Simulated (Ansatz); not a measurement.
Cost and result for the atomization energy of CH3F2GaO, SMILES `FC[O][GaH][F]` (8 atoms, 7 bonds).

The species carries charge 0 and has multiplicity 1. Correlated methods include outer-core shells of Ga, which these sets cover unevenly. Scalar relativity is left out up to krypton. The structure was optimised at the PBE0-D4/def2-TZVP level. It is one conformer, not always the lowest. Program: Ansatz. All runs use 4 threads of an Intel Xeon 6975P-C on a shared host. Times are those of one run each, without the atoms' runs, and a repeat can differ threefold. Electronic energies, without spin–orbit coupling; frozen cores. CCSD(T)/CBS adds CCSD(T) − MP2 in def2-TZVPP to the MP2 limit, and its time is that of the two runs behind it. T1 = 0.014. With those shells the extrapolation isn't a true limit. B3LYP takes the VWN-RPA correlation (the form of Gaussian; ORCA's B3LYP/G).

CCSD(T)/CBS is a level of theory with its own doubt, some kJ/mol a heavy atom from the limit and from the frozen cores, so smaller differences don't rank the functionals.

| level | functions | atomization (kcal/mol) | difference from CCSD(T)/CBS | per bond |
| --- | --- | --- | --- | --- |
| PBE-D4/def2-TZVPP (with forces) | 214 | 697.1 | 13.1 | 1.9 |
| B3LYP-D4/def2-TZVPP (with forces) | 214 | 673.3 | -10.7 | -1.5 |
| ωB97M-V/def2-TZVPP (with forces) | 214 | 680.8 | -3.2 | -0.5 |
| CCSD(T)/def2-SVP | 103 | 646.6 | -37.4 | -5.3 |
| MP2/def2-QZVPP | 407 | 701.9 | 17.9 | 2.6 |
| CCSD(T)/def2-TZVPP | 214 | 668.2 | -15.8 | -2.3 |
| BLYP-D4/def2-TZVPP | 214 | 678.2 | -5.8 | -0.8 |
| B97M-V/def2-TZVPP | 214 | 680.9 | -3.1 | -0.5 |
| B2PLYP/def2-TZVPP | 214 | 673.2 | -10.8 | -1.5 |
| PBE-QIDH/def2-TZVPP | 214 | 675.5 | -8.5 | -1.2 |
| CCSD(T)/CBS(def2) | – | 684.0 | 0.0 | 0.0 |
| r2SCANh-D4/def2-TZVPP | 214 | 677.2 | -6.8 | -1.0 |
| revPBE-D4/def2-TZVPP | 214 | 673.1 | -10.9 | -1.6 |

Question: Order the runs by time, with rough figures. (An estimate is asked.)

Answer: The calculation gave: revPBE-D4/def2-TZVPP 0.9 s; BLYP-D4/def2-TZVPP 0.9 s; PBE-D4/def2-TZVPP (with forces) 1.1 s; B3LYP-D4/def2-TZVPP (with forces) 2.2 s; r2SCANh-D4/def2-TZVPP 2.6 s; B2PLYP/def2-TZVPP 2.8 s; PBE-QIDH/def2-TZVPP 3.1 s; B97M-V/def2-TZVPP 3.7 s; CCSD(T)/def2-SVP 4.2 s; ωB97M-V/def2-TZVPP (with forces) 5.5 s; MP2/def2-QZVPP 9.5 s; CCSD(T)/def2-TZVPP 36 s; CCSD(T)/CBS(def2) 46 s.

From BLYP to BHLYP (50 % exact exchange), in def2-TZVPP and without D4, the atomization energy moves by −30.3 kcal/mol: exact exchange takes away binding that semilocal exchange gives to molecules. The D4 term adds +5.5 kcal/mol with B3LYP and +2.8 kcal/mol with PBE0; it sums over pairs of atoms, weighted by their polarisabilities, and B3LYP, whose exchange is more repulsive, gets the larger term. In def2-TZVPP, CCSD(T) changes the Hartree–Fock value by +194.9 kcal/mol (the triples alone add +13.0 kcal/mol) and MP2 by +219.0 kcal/mol; breaking electron pairs costs correlation energy, which Hartree–Fock lacks.
